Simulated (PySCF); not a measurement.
# The potential of point charges around `NC(=O)C1=C[C@@H]([SiH3])C1`

Species: `NC(=O)C1=C[C@@H]([SiH3])C1`. Coordinates (GFN2-xTB, Å) and charges (e) from the PBE0/pcSseg-1 density (PySCF):

| atom | x | y | z | Mulliken | IAO | Hirshfeld | ESP-fitted |
| --- | --- | --- | --- | --- | --- | --- | --- |
| N1 | 2.862 | -0.008 | 0.813 | -0.4130 | -0.5108 | -0.1761 | -0.8607 |
| C2 | 2.061 | -0.936 | 0.222 | +0.4722 | +0.4270 | +0.1560 | +0.6678 |
| O3 | 2.408 | -2.092 | 0.079 | -0.4255 | -0.5032 | -0.3071 | -0.5568 |
| C4 | 0.761 | -0.416 | -0.213 | -0.2484 | -0.0702 | -0.0210 | -0.0521 |
| C5 | -0.297 | -0.969 | -0.824 | -0.0030 | -0.1080 | -0.0191 | -0.2127 |
| C6 | -1.114 | 0.283 | -0.795 | -0.4833 | -0.3723 | -0.1083 | +0.0006 |
| Si7 | -2.681 | 0.198 | 0.285 | +0.5283 | +0.5998 | +0.3150 | +0.2794 |
| C8 | 0.123 | 0.949 | -0.129 | -0.0881 | -0.2694 | -0.0752 | -0.3162 |
| H9 | 3.776 | -0.285 | 1.126 | +0.1947 | +0.2868 | +0.1406 | +0.3995 |
| H10 | 2.580 | 0.950 | 0.916 | +0.1949 | +0.2749 | +0.1329 | +0.3730 |
| H11 | -0.507 | -1.957 | -1.191 | +0.0644 | +0.1630 | +0.0628 | +0.1674 |
| H12 | -1.349 | 0.681 | -1.784 | +0.1617 | +0.1512 | +0.0442 | +0.0852 |
| H13 | -3.216 | 1.557 | 0.402 | -0.0815 | -0.1189 | -0.0782 | -0.0922 |
| H14 | -2.317 | -0.314 | 1.605 | -0.0736 | -0.1136 | -0.0735 | -0.0552 |
| H15 | -3.652 | -0.681 | -0.365 | -0.0792 | -0.1146 | -0.0746 | -0.0743 |
| H16 | -0.043 | 1.333 | 0.878 | +0.1371 | +0.1335 | +0.0385 | +0.1218 |
| H17 | 0.597 | 1.719 | -0.737 | +0.1423 | +0.1448 | +0.0431 | +0.1255 |

Points outside the species (Å): A (3.8, -0.4, -4.2); B (4.4, 2.0, 3.3); C (0.5, 2.5, -4.6); D (-6.0, -5.1, -2.2); E (1.6, -0.2, 6.8).

Problem. Find the potential V = 14.3996 V·Å × Σ q/r of each set of charges at these points.

Solution. In volts:

```json
{"point": "A", "nearest atom": "C2", "distance (Å)": "4.78", "Mulliken": "-0.243", "IAO": "-0.224", "Hirshfeld": "-0.108", "ESP-fitted": "-0.139"}
{"point": "B", "nearest atom": "H10", "distance (Å)": "3.18", "Mulliken": "+0.251", "IAO": "+0.382", "Hirshfeld": "+0.272", "ESP-fitted": "+0.397"}
{"point": "C", "nearest atom": "H12", "distance (Å)": "3.83", "Mulliken": "+0.056", "IAO": "+0.061", "Hirshfeld": "+0.072", "ESP-fitted": "+0.137"}
{"point": "D", "nearest atom": "H15", "distance (Å)": "5.33", "Mulliken": "-0.009", "IAO": "+0.009", "Hirshfeld": "-0.004", "ESP-fitted": "-0.011"}
{"point": "E", "nearest atom": "H10", "distance (Å)": "6.07", "Mulliken": "+0.034", "IAO": "+0.028", "Hirshfeld": "+0.026", "ESP-fitted": "+0.025"}
```

Problem. How far are the other sets from the ESP-fitted one at these points?

Solution. Root-mean-square difference: IAO 0.052 V, Hirshfeld 0.064 V, Mulliken 0.088 V. The ESP scheme fits charges at the nuclei, held to the total charge, to the electrostatic potential on points at 1.4 to 2.0 times the van der Waals radii.

Problem. What energy would a point charge of +3 e have at B in the field of the ESP charges, leaving out polarisation?

Solution. +1.192 eV = +115.0 kJ/mol, a repulsion.

One conformer (not necessarily the lowest) at the GFN2-xTB geometry, without solvent, vibrations or thermal averaging.

Conformer computed: `[NH2:1][C:2](=[O:3])[C:4]1=[CH:5][C@@H:6]([SiH3:7])[CH2:8]1`: N1–C2–C4–C5 180°, H–N1–C2–O3 1°, H–N1–C2–O3 179°.
